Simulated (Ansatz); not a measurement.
Ansatz (a program for electronic structure) input (HF/STO-3G):

Ansatz 0.2 input:
```yaml
crystal:
  periodic: [false, false, false]
  atoms:
    - {symbol: I, position_ang: [-0.00000000, -0.00000000, -0.02991592]}
    - {symbol: H, position_ang: [0.00000000, 0.00000000, 1.58554378]}
basis:
  gaussian:
    orbitals: STO-3G
hamiltonian:
  xc: {name: HF}
relax: {f_tol: 0.003, max_steps: 120}
```

From the last part of the output:

```
the calculation of the forces begins
reference -186432.14003048 eV, -6851.2547778771 hartree; 27, 27 occupied and 1, 1 virtual orbitals, 308 factors
relax step   3: F+E_penalty+E_count = -186432.14003048 eV  Δ(F+E_penalty+E_count) = -4.410e-3 eV  max|allowed force component| = 2.055e-2 eV/Å  Δτ_max = 0.0085 Å  (15 SCF iters, accepted)
these checks for a lower state are left out or cut short: starts, cluster_reference, orbital_swaps, neighbouring_geometries, increment
integrals: 0.00 GiB planned
308 factors; integrals over basis functions are off by at most 3.2e-6 eV
mean field: 0.06 GiB planned
mean field -186432.14001681 eV, -6851.2547773746 hartree, gradient 1.5e-5 eV, S^2 0.000000; 0 other end points of the search recorded, 0 dependent functions left out
the calculation of the forces begins
reference -186432.14001681 eV, -6851.2547773746 hartree; 27, 27 occupied and 1, 1 virtual orbitals, 308 factors
relax step   4: F+E_penalty+E_count = -186432.14001681 eV  Δ(F+E_penalty+E_count) = +1.367e-5 eV  max|allowed force component| = 3.428e-2 eV/Å  Δτ_max = 0.0010 Å  (14 SCF iters, rejected (line search))
these checks for a lower state are left out or cut short: starts, cluster_reference, orbital_swaps, neighbouring_geometries, increment
integrals: 0.00 GiB planned
308 factors; integrals over basis functions are off by at most 3.2e-6 eV
mean field: 0.06 GiB planned
mean field evaluation 32: about -186432.1400 eV, gradient 1.5e-5 eV
mean field -186432.14003810 eV, -6851.2547781570 hartree, gradient 1.5e-5 eV, S^2 0.000000; 0 other end points of the search recorded, 0 dependent functions left out
the calculation of the forces begins
reference -186432.14003810 eV, -6851.2547781570 hartree; 27, 27 occupied and 1, 1 virtual orbitals, 308 factors
relax step   5: F+E_penalty+E_count = -186432.14003810 eV  Δ(F+E_penalty+E_count) = -7.618e-6 eV  max|allowed force component| = 3.217e-5 eV/Å  Δτ_max = 0.0004 Å  (14 SCF iters, accepted)
integrals: 0.00 GiB planned
308 factors; integrals over basis functions are off by at most 3.2e-6 eV
mean field: 0.06 GiB planned
mean field -186432.14003810 eV, -6851.2547781570 hartree, gradient 1.5e-5 eV, S^2 0.000000; 1 other end points of the search recorded, 0 dependent functions left out
the calculation of the forces begins
reference -186432.14003810 eV, -6851.2547781570 hartree; 27, 27 occupied and 1, 1 virtual orbitals, 308 factors
Total energy: -186432.14003810 eV, -6851.2547781570 hartree
Atom 0 at    -0.000000    -0.000000    -0.020403 Å, force    -0.000000     0.000000    -0.000032 eV/Å
Atom 1 at     0.000000     0.000000     1.576031 Å, force     0.000000    -0.000000     0.000032 eV/Å
Dipole moment:     0.000000    -0.000000     0.276343 e Å
```
